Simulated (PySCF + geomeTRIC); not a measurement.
Computed with BP86-D3(BJ)/def2-SVP run with PySCF + geomeTRIC. fastk is a local helper that only speeds up exchange builds. No frequencies were computed at this level.

```python
import json, numpy as np
from pyscf import gto, dft
from fastk import lowrank_exchange
atoms = """
Nb    -0.052454     0.181114    -0.213129
Cl    -0.159137    -0.900428     1.806270
Cl    -0.162326    -1.592243    -1.662409
O      0.081392     1.954485    -0.590371
H      0.102967     2.890856    -0.784892
O     -1.847577     0.233476    -0.217229
H     -2.807936     0.216395    -0.206129
O      1.730795    -0.019595    -0.171933
H      2.680856    -0.156527    -0.138809
"""
def scf(charge, spin, dm0=None):
    mol = gto.M(atom=atoms, basis='def2-svp', ecp={'Nb': 'def2-svp'}, charge=charge, spin=spin, verbose=3, max_memory=10080)
    mf = dft.KS(mol, xc='bp86').density_fit(auxbasis="def2-universal-jkfit")
    mf.disp = 'd3bj'
    mf.grids.level = 3
    mf.conv_tol = 1e-8
    mf.max_cycle = 120
    mf.level_shift = 0.25
    mf.kernel(dm0)
    if not mf.converged:
        mf = mf.newton().run(mf.mo_coeff, mf.mo_occ).undo_soscf()
    return mf
mf = scf(0, 0)
from pyscf.geomopt.geometric_solver import kernel as optimize
path = []
done, mol = optimize(mf, maxsteps=120, assert_convergence=False, callback=lambda env: path.append((env["energy"], bool(env["g_scanner"].converged))))
res = dict(converged=bool(done and path[-1][1]), energy=path[-1][0], path=[e for e, c in path], xyz=mol.atom_coords(unit="Angstrom").tolist(), nao=mol.nao)
json.dump(res, open("result.json", "w"))
```

Output:

```
converged SCF energy = -1204.8322098594
Geometry optimization cycle 1
converged SCF energy = -1204.83220986032
cycle 1: E = -1204.83220986  dE = -1204.83  norm(grad) = 0.109167
Geometry optimization cycle 2
converged SCF energy = -1204.85220893993
cycle 2: E = -1204.85220894  dE = -0.0199991  norm(grad) = 0.0153673
Geometry optimization cycle 3
converged SCF energy = -1204.8543153341
cycle 3: E = -1204.85431533  dE = -0.00210639  norm(grad) = 0.00657394
Geometry optimization cycle 4
converged SCF energy = -1204.85490783212
cycle 4: E = -1204.85490783  dE = -0.000592498  norm(grad) = 0.00903942
Geometry optimization cycle 5
converged SCF energy = -1204.85582170215
cycle 5: E = -1204.8558217  dE = -0.00091387  norm(grad) = 0.00653369
Geometry optimization cycle 6
converged SCF energy = -1204.85768603389
cycle 6: E = -1204.85768603  dE = -0.00186433  norm(grad) = 0.00896637
Geometry optimization cycle 7
converged SCF energy = -1204.85954858795
cycle 7: E = -1204.85954859  dE = -0.00186255  norm(grad) = 0.0132027
Geometry optimization cycle 8
converged SCF energy = -1204.86007060306
cycle 8: E = -1204.8600706  dE = -0.000522015  norm(grad) = 0.00928986
Geometry optimization cycle 9
converged SCF energy = -1204.86155472002
cycle 9: E = -1204.86155472  dE = -0.00148412  norm(grad) = 0.0144887
Geometry optimization cycle 10
converged SCF energy = -1204.86209494377
cycle 10: E = -1204.86209494  dE = -0.000540224  norm(grad) = 0.0284468
Geometry optimization cycle 11
converged SCF energy = -1204.86408095309
cycle 11: E = -1204.86408095  dE = -0.00198601  norm(grad) = 0.0113198
Geometry optimization cycle 12
converged SCF energy = -1204.86486027456
cycle 12: E = -1204.86486027  dE = -0.000779321  norm(grad) = 0.00668288
Geometry optimization cycle 13
converged SCF energy = -1204.86499453977
cycle 13: E = -1204.86499454  dE = -0.000134265  norm(grad) = 0.00622693
Geometry optimization cycle 14
converged SCF energy = -1204.86536138786
cycle 14: E = -1204.86536139  dE = -0.000366848  norm(grad) = 0.00283268
Geometry optimization cycle 15
converged SCF energy = -1204.86542177687
cycle 15: E = -1204.86542178  dE = -6.0389e-05  norm(grad) = 0.00239299
Geometry optimization cycle 16
converged SCF energy = -1204.86554743526
cycle 16: E = -1204.86554744  dE = -0.000125658  norm(grad) = 0.00127447
Geometry optimization cycle 17
converged SCF energy = -1204.86556595178
cycle 17: E = -1204.86556595  dE = -1.85165e-05  norm(grad) = 0.0010079
Geometry optimization cycle 18
converged SCF energy = -1204.86559674396
cycle 18: E = -1204.86559674  dE = -3.07922e-05  norm(grad) = 0.00127539
Geometry optimization cycle 19
converged SCF energy = -1204.86566654047
cycle 19: E = -1204.86566654  dE = -6.97965e-05  norm(grad) = 0.00243423
Geometry optimization cycle 20
converged SCF energy = -1204.86597826012
cycle 20: E = -1204.86597826  dE = -0.00031172  norm(grad) = 0.00667215
Geometry optimization cycle 21
converged SCF energy = -1204.86357419794
cycle 21: E = -1204.8635742  dE = 0.00240406  norm(grad) = 0.0205573
Geometry optimization cycle 22
converged SCF energy = -1204.86604192347
cycle 22: E = -1204.86604192  dE = -0.00246773  norm(grad) = 0.0116284
Geometry optimization cycle 23
converged SCF energy = -1204.86661187303
cycle 23: E = -1204.86661187  dE = -0.00056995  norm(grad) = 0.00735449
Geometry optimization cycle 24
converged SCF energy = -1204.86711910181
cycle 24: E = -1204.8671191  dE = -0.000507229  norm(grad) = 0.00544991
Geometry optimization cycle 25
converged SCF energy = -1204.86737820475
cycle 25: E = -1204.8673782  dE = -0.000259103  norm(grad) = 0.0042245
Geometry optimization cycle 26
converged SCF energy = -1204.8674772807
cycle 26: E = -1204.86747728  dE = -9.90759e-05  norm(grad) = 0.00183893
Geometry optimization cycle 27
converged SCF energy = -1204.86750183285
cycle 27: E = -1204.86750183  dE = -2.45522e-05  norm(grad) = 0.00091538
Geometry optimization cycle 28
converged SCF energy = -1204.86750879065
cycle 28: E = -1204.86750879  dE = -6.95779e-06  norm(grad) = 0.000847978
Geometry optimization cycle 29
converged SCF energy = -1204.86751639444
cycle 29: E = -1204.86751639  dE = -7.60379e-06  norm(grad) = 0.000796931
Geometry optimization cycle 30
converged SCF energy = -1204.86752003511
cycle 30: E = -1204.86752004  dE = -3.64067e-06  norm(grad) = 0.000787761
Geometry optimization cycle 31
converged SCF energy = -1204.86752318336
cycle 31: E = -1204.86752318  dE = -3.14825e-06  norm(grad) = 0.000845943
Geometry optimization cycle 32
converged SCF energy = -1204.86752424023
cycle 32: E = -1204.86752424  dE = -1.05687e-06  norm(grad) = 0.000734316
Geometry optimization cycle 33
converged SCF energy = -1204.86752448985
cycle 33: E = -1204.86752449  dE = -2.49626e-07  norm(grad) = 0.000572101
Geometry optimization cycle 34
converged SCF energy = -1204.86752494175
cycle 34: E = -1204.86752494  dE = -4.51899e-07  norm(grad) = 0.000481157
Geometry optimization cycle 35
converged SCF energy = -1204.86752588891
cycle 35: E = -1204.86752589  dE = -9.47163e-07  norm(grad) = 0.000388989
<class 'geometric.internal.Distance'> : 8
<class 'geometric.internal.Angle'> : 5
<class 'geometric.internal.LinearAngle'> : 8
<class 'geometric.internal.OutOfPlane'> : 4
<class 'geometric.internal.TranslationX'> : 1
<class 'geometric.internal.TranslationY'> : 1
<class 'geometric.internal.TranslationZ'> : 1
<class 'geometric.internal.RotationA'> : 1
<class 'geometric.internal.RotationB'> : 1
<class 'geometric.internal.RotationC'> : 1
Step    0 : Gradient = 3.639e-02/6.529e-02 (rms/max) Energy = -1204.8322098603
Step    1 : Displace = 1.015e-01/1.677e-01 (rms/max) Trust = 1.000e-01 (=) Grad = 5.122e-03/7.472e-03 (rms/max) E (change) = -1204.8522089399 (-2.000e-02) Quality = 0.758
Step    2 : Displace = 8.481e-02/1.576e-01 (rms/max) Trust = 1.414e-01 (+) Grad = 2.191e-03/3.971e-03 (rms/max) E (change) = -1204.8543153341 (-2.106e-03) Quality = 1.224
Step    3 : Displace = 8.286e-02/1.479e-01 (rms/max) Trust = 2.000e-01 (+) Grad = 3.013e-03/5.413e-03 (rms/max) E (change) = -1204.8549078321 (-5.925e-04) Quality = 0.668
Step    4 : Displace = 5.502e-02/9.863e-02 (rms/max) Trust = 2.000e-01 (=) Grad = 2.178e-03/2.716e-03 (rms/max) E (change) = -1204.8558217021 (-9.139e-04) Quality = 1.572
Step    5 : Displace = 1.515e-01/2.519e-01 (rms/max) Trust = 2.828e-01 (+) Grad = 2.989e-03/5.290e-03 (rms/max) E (change) = -1204.8576860339 (-1.864e-03) Quality = 1.591
Step    6 : Displace = 2.980e-01/5.430e-01 (rms/max) Trust = 3.000e-01 (+) Grad = 4.401e-03/8.025e-03 (rms/max) E (change) = -1204.8595485880 (-1.863e-03) Quality = 0.919
Step    7 : Displace = 4.029e-02/6.999e-02 (rms/max) Trust = 3.000e-01 (=) Grad = 3.097e-03/4.735e-03 (rms/max) E (change) = -1204.8600706031 (-5.220e-04) Quality = 1.475
Step    8 : Displace = 1.275e-01/1.961e-01 (rms/max) Trust = 3.000e-01 (=) Grad = 4.830e-03/8.700e-03 (rms/max) E (change) = -1204.8615547200 (-1.484e-03) Quality = 1.279
Step    9 : Displace = 2.417e-01/4.814e-01 (rms/max) Trust = 3.000e-01 (=) Grad = 9.482e-03/1.527e-02 (rms/max) E (change) = -1204.8620949438 (-5.402e-04) Quality = 0.225
Step   10 : Displace = 1.203e-01/2.437e-01 (rms/max) Trust = 1.208e-01 (-) Grad = 3.773e-03/5.777e-03 (rms/max) E (change) = -1204.8640809531 (-1.986e-03) Quality = 0.639
Step   11 : Displace = 4.116e-02/6.340e-02 (rms/max) Trust = 1.208e-01 (=) Grad = 2.228e-03/3.769e-03 (rms/max) E (change) = -1204.8648602746 (-7.793e-04) Quality = 1.396
Step   12 : Displace = 1.341e-01/2.174e-01 (rms/max) Trust = 1.709e-01 (+) Grad = 2.076e-03/4.089e-03 (rms/max) E (change) = -1204.8649945398 (-1.343e-04) Quality = 0.197
Step   13 : Displace = 7.321e-02/1.154e-01 (rms/max) Trust = 6.704e-02 (-) Grad = 9.442e-04/1.694e-03 (rms/max) E (change) = -1204.8653613879 (-3.668e-04) Quality = 0.838
Step   14 : Displace = 1.101e-02/2.077e-02 (rms/max) Trust = 9.481e-02 (+) Grad = 7.977e-04/1.398e-03 (rms/max) E (change) = -1204.8654217769 (-6.039e-05) Quality = 1.703
Step   15 : Displace = 3.909e-02/8.046e-02 (rms/max) Trust = 1.341e-01 (+) Grad = 4.248e-04/5.898e-04 (rms/max) E (change) = -1204.8655474353 (-1.257e-04) Quality = 1.016
Step   16 : Displace = 8.720e-03/1.889e-02 (rms/max) Trust = 1.896e-01 (+) Grad = 3.360e-04/4.758e-04 (rms/max) E (change) = -1204.8655659518 (-1.852e-05) Quality = 1.324
Step   17 : Displace = 1.772e-02/3.069e-02 (rms/max) Trust = 2.681e-01 (+) Grad = 4.251e-04/6.733e-04 (rms/max) E (change) = -1204.8655967440 (-3.079e-05) Quality = 1.236
Step   18 : Displace = 3.567e-02/6.134e-02 (rms/max) Trust = 3.000e-01 (+) Grad = 8.114e-04/1.678e-03 (rms/max) E (change) = -1204.8656665405 (-6.980e-05) Quality = 1.652
Step   19 : Displace = 1.284e-01/2.306e-01 (rms/max) Trust = 3.000e-01 (=) Grad = 2.224e-03/4.838e-03 (rms/max) E (change) = -1204.8659782601 (-3.117e-04) Quality = 2.140
Step   20 : Displace = 3.099e-01/5.971e-01 (rms/max) Trust = 3.000e-01 (=) Grad = 6.852e-03/1.292e-02 (rms/max) E (change) = -1204.8635741979 (+2.404e-03) Quality = -4.118
Step   21 : Displace = 1.566e-01/2.953e-01 (rms/max) Trust = 1.500e-01 (x) Grad = 3.876e-03/8.168e-03 (rms/max) E (change) = -1204.8660419235 (-6.366e-05) Quality = 0.181
Step   22 : Displace = 6.863e-02/1.170e-01 (rms/max) Trust = 7.500e-02 (-) Grad = 2.451e-03/4.428e-03 (rms/max) E (change) = -1204.8666118730 (-5.699e-04) Quality = 1.246
Step   23 : Displace = 6.713e-02/1.416e-01 (rms/max) Trust = 1.061e-01 (+) Grad = 1.817e-03/3.937e-03 (rms/max) E (change) = -1204.8671191018 (-5.072e-04) Quality = 1.418
Step   24 : Displace = 6.613e-02/1.227e-01 (rms/max) Trust = 1.500e-01 (+) Grad = 1.408e-03/2.958e-03 (rms/max) E (change) = -1204.8673782048 (-2.591e-04) Quality = 1.033
Step   25 : Displace = 1.805e-02/3.166e-02 (rms/max) Trust = 2.121e-01 (+) Grad = 6.130e-04/1.308e-03 (rms/max) E (change) = -1204.8674772807 (-9.908e-05) Quality = 1.296
Step   26 : Displace = 1.065e-02/1.696e-02 (rms/max) Trust = 3.000e-01 (+) Grad = 3.051e-04/5.598e-04 (rms/max) E (change) = -1204.8675018329 (-2.455e-05) Quality = 1.056
Step   27 : Displace = 5.454e-03/7.980e-03 (rms/max) Trust = 3.000e-01 (=) Grad = 2.827e-04/5.475e-04 (rms/max) E (change) = -1204.8675087906 (-6.958e-06) Quality = 1.509
Step   28 : Displace = 6.609e-03/1.283e-02 (rms/max) Trust = 3.000e-01 (=) Grad = 2.656e-04/4.969e-04 (rms/max) E (change) = -1204.8675163944 (-7.604e-06) Quality = 1.054
Step   29 : Displace = 6.779e-03/9.121e-03 (rms/max) Trust = 3.000e-01 (=) Grad = 2.626e-04/5.342e-04 (rms/max) E (change) = -1204.8675200351 (-3.641e-06) Quality = 0.617
Step   30 : Displace = 6.814e-03/1.472e-02 (rms/max) Trust = 3.000e-01 (=) Grad = 2.820e-04/4.489e-04 (rms/max) E (change) = -1204.8675231834 (-3.148e-06) Quality = 0.701
Step   31 : Displace = 7.105e-03/1.508e-02 (rms/max) Trust = 3.000e-01 (=) Grad = 2.448e-04/5.075e-04 (rms/max) E (change) = -1204.8675242402 (-1.057e-06) Quality = 0.222
Step   32 : Displace = 3.334e-03/6.874e-03 (rms/max) Trust = 3.553e-03 (-) Grad = 1.907e-04/3.489e-04 (rms/max) E (change) = -1204.8675244899 (-2.496e-07) Quality = 0.111
Step   33 : Displace = 1.668e-03/2.974e-03 (rms/max) Trust = 1.667e-03 (-) Grad = 1.604e-04/2.655e-04 (rms/max) E (change) = -1204.8675249418 (-4.519e-07) Quality = 0.230
Step   34 : Displace = 9.134e-04/1.444e-03 (rms/max) Trust = 8.335e-04 (-) Grad = 1.297e-04/2.119e-04 (rms/max) E (change) = -1204.8675258889 (-9.472e-07) Quality = 1.029
Converged! =D
```

Cost: about 19 core-minutes (a rough figure).
